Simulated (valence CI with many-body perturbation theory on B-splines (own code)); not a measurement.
## Ga²⁶⁺: calculated level list

Calculated by valence CI with perturbative core correlation (CI+MBPT): three valence electrons over a frozen Dirac-Fock core [He], radial functions for each j: 11 s, 11 p, 10 d, 8 f, 5 g, 2 h, with the one-electron correlation potential Σ1 (screened to all orders), the two-electron term Σ2, the three-electron term Σ3, Breit, model QED; selected single and double excitations, second order for the rest, scaled by the run's own slope (own B-spline code, finite nucleus).

No measured spectrum was set against this ion. As an estimate, large intervals hold to a few tenths of a per cent, small ones and those within an open d or f shell to about a per cent.

Levels 136 to 180 of 207, with energies above the lowest level, (2s^2 2p1/2) J=1/2. "Leading %" is the weight of the configuration and term that name the level; weights of strongly mixed levels are sums over their largest components and can fall short. In the jj column 3d3/2^4 stands for four electrons in 3d with j = 3/2. Lifetimes count E1, E2, E3, M1 and M2 decay at the calculated energies, and are blank where another channel may lead or the interval is too uncertain; long ones can be off by a factor of two.

```csv
No.,Configuration,Term,J,E (Ry),Leading %,g,Leading jj,Lifetime
136,2s2p4p,⁴D,1/2,153.99,71,0.329,2s 2p1/2 4p1/2 (99 %),255 fs
137,2s2p4p,⁴D,3/2,154.34,62,1.326,2s 2p1/2 4p3/2 (82 %),418 fs
138,2s2p4p,²P,3/2,154.48,33,1.334,2s 2p1/2 4p1/2 (71 %),159 fs
139,2s2p4p,⁴P,1/2,154.70,72,2.286,2s 2p1/2 4p1/2 (83 %),372 fs
140,2s2p4p,⁴D,5/2,154.83,62,1.388,2s 2p1/2 4p3/2 (86 %),455 fs
141,2s2p4p,²P,1/2,154.84,57,0.948,2s 2p1/2 4p3/2 (82 %),104 fs
142,2s2p4d,⁴F°,3/2,154.92,70,0.600,2s 2p1/2 4d3/2 (98 %),126 fs
143,2s2p4p,²D,3/2,154.94,55,1.245,2s 2p1/2 4p3/2 (86 %),130 fs
144,2s2p4d,⁴F°,5/2,155.08,38,1.232,2s 2p1/2 4d5/2 (91 %),66.8 fs
145,2s2p4d,⁴F°,5/2,155.39,38,1.228,2s 2p1/2 4d3/2 (64 %),107 fs
146,2s2p4f,⁴G,5/2,155.44,47,0.831,2s 2p1/2 4f5/2 (100 %),131 fs
147,2s2p4f,⁴F,7/2,155.48,28,1.150,2s 2p1/2 4f7/2 (100 %),133 fs
148,2s2p4d,⁴D°,3/2,155.52,44,1.257,2s 2p1/2 4d3/2 (62 %),54.5 fs
149,2s2p4d,⁴F°,7/2,155.54,55,1.279,2s 2p1/2 4d5/2 (86 %),71.7 fs
150,2s2p4d,⁴D°,1/2,155.55,75,0.322,2s 2p1/2 4d3/2 (86 %),43.0 fs
151,2s2p4s,⁴P°,5/2,155.60,87,1.518,2s 2p3/2 4s (87 %),240 fs
152,2s2p4d,²D°,3/2,155.71,47,0.961,2s 2p1/2 4d5/2 (60 %),69.9 fs
153,2s2p4d,²F°,5/2,155.77,56,1.115,2s 2p1/2 4d5/2 (72 %),63.3 fs
154,2s2p4s,²P°,3/2,155.83,85,1.383,2s 2p3/2 4s (99 %),258 fs
155,2s2p4f,⁴F,3/2,155.92,66,0.591,2s 2p1/2 4f5/2 (86 %),131 fs
156,2s2p4f,⁴G,7/2,155.93,44,1.047,2s 2p1/2 4f5/2 (86 %),131 fs
157,2s2p4f,⁴D,5/2,155.95,32,1.051,2s 2p1/2 4f5/2 (45 %),130 fs
158,2s2p4f,⁴G,9/2,155.96,42,1.218,2s 2p1/2 4f7/2 (87 %),133 fs
159,2s2p4f,²D,5/2,156.01,43,0.927,2s 2p1/2 4f7/2 (45 %),133 fs
160,2s2p4f,²G,7/2,156.03,43,1.137,2s 2p1/2 4f7/2 (86 %),134 fs
161,2s2p4p,⁴P,3/2,156.48,44,1.596,2s 2p3/2 4p1/2 (98 %),250 fs
162,2s2p4p,⁴P,5/2,156.53,38,1.408,2s 2p3/2 4p1/2 (93 %),231 fs
163,2s2p4p,⁴D,7/2,156.63,100,1.425,2s 2p3/2 4p3/2 (100 %),542 fs
164,2s2p4p,²P,3/2,156.72,46,1.523,2s 2p3/2 4p3/2 (98 %),152 fs
165,2s2p4p,²D,5/2,156.89,61,1.351,2s 2p3/2 4p3/2 (94 %),139 fs
166,2s2p4p,²S,1/2,157.00,64,1.714,2s 2p3/2 4p3/2 (98 %),111 fs
167,2s2p4d,⁴F°,9/2,157.30,100,1.331,2s 2p3/2 4d5/2 (100 %),259 fs
168,2s2p4d,⁴D°,7/2,157.37,56,1.338,2s 2p3/2 4d3/2 (53 %),61.7 fs
169,2s2p4d,⁴D°,5/2,157.39,52,1.295,2s 2p3/2 4d3/2 (96 %),55.0 fs
170,2s2p4d,⁴P°,3/2,157.43,56,1.468,2s 2p3/2 4d3/2 (95 %),53.6 fs
171,2s2p4d,⁴P°,1/2,157.45,89,2.371,2s 2p3/2 4d3/2 (98 %),60.7 fs
172,2s2p4d,²D°,5/2,157.55,49,1.241,2s 2p3/2 4d5/2 (96 %),65.5 fs
173,2s2p4d,²P°,3/2,157.66,47,1.168,2s 2p3/2 4d5/2 (94 %),67.3 fs
174,2s2p4d,²F°,7/2,157.74,86,1.175,2s 2p3/2 4d5/2 (54 %),44.2 fs
175,2s2p4f,⁴F,7/2,157.83,44,1.145,2s 2p3/2 4f5/2 (97 %),131 fs
176,2s2p4d,²P°,1/2,157.84,87,0.655,2s 2p3/2 4d5/2 (96 %),54.4 fs
177,2s2p4f,⁴F,9/2,157.84,52,1.253,2s 2p3/2 4f7/2 (65 %),131 fs
178,2s2p4f,⁴F,5/2,157.85,45,1.079,2s 2p3/2 4f5/2 (100 %),131 fs
179,2s2p4f,²F,7/2,157.89,44,1.183,2s 2p3/2 4f7/2 (97 %),132 fs
180,2s2p4f,⁴G,11/2,157.89,100,1.270,2s 2p3/2 4f7/2 (100 %),131 fs
```

Where two levels of one J and parity lie close, their mixing, g and order are uncertain.
